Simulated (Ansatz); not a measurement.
Start from `[SiH3][O][In]([Cl])[Cl]` and change one element to get `[SiH3]OB(Cl)Cl`.

Ansatz, PBE0-D4/def2-TZVP geometries, multiplicity 1. Each molecule was computed in one conformer, which needn't be the lowest.

Elements past krypton have def2 core potentials.

```csv
property,`[SiH3][O][In]([Cl])[Cl]`
HOMO–LUMO gap (PBE/def2-TZVPP) / eV,3.76
HOMO–LUMO gap (PBE0/def2-TZVPP) / eV,6.07
HOMO–LUMO gap (B3LYP/def2-TZVPP) / eV,5.54
HOMO energy (PBE/def2-TZVPP) / eV,-7.40
LUMO energy (B3LYP/def2-TZVPP) / eV,-3.05
HOMO energy (PBE0/def2-TZVPP) / eV,-8.81
```

(1) Give the same properties after the change, and the shifts. (Best estimate.)

## Answers

(1) The calculation gave: 
```json
{"property": "HOMO–LUMO gap (PBE/def2-TZVPP) / eV", "`[SiH3]OB(Cl)Cl`": "5.96", "shift": "2.20"}
{"property": "HOMO–LUMO gap (PBE0/def2-TZVPP) / eV", "`[SiH3]OB(Cl)Cl`": "8.40", "shift": "2.33"}
{"property": "HOMO–LUMO gap (B3LYP/def2-TZVPP) / eV", "`[SiH3]OB(Cl)Cl`": "7.91", "shift": "2.37"}
{"property": "HOMO energy (PBE/def2-TZVPP) / eV", "`[SiH3]OB(Cl)Cl`": "-7.54", "shift": "-0.14"}
{"property": "LUMO energy (B3LYP/def2-TZVPP) / eV", "`[SiH3]OB(Cl)Cl`": "-0.79", "shift": "2.26"}
{"property": "HOMO energy (PBE0/def2-TZVPP) / eV", "`[SiH3]OB(Cl)Cl`": "-9.00", "shift": "-0.19"}
```

With PBE0 the HOMO falls by 0.19 eV and the LUMO rises by 2.15 eV, so the gap widens by about 2.34 eV. PBE moves the HOMO by -0.14 eV and ωB97M-V by -0.17 eV.

B3LYP here is the variant with VWN-RPA as its local correlation; programs differ in this.
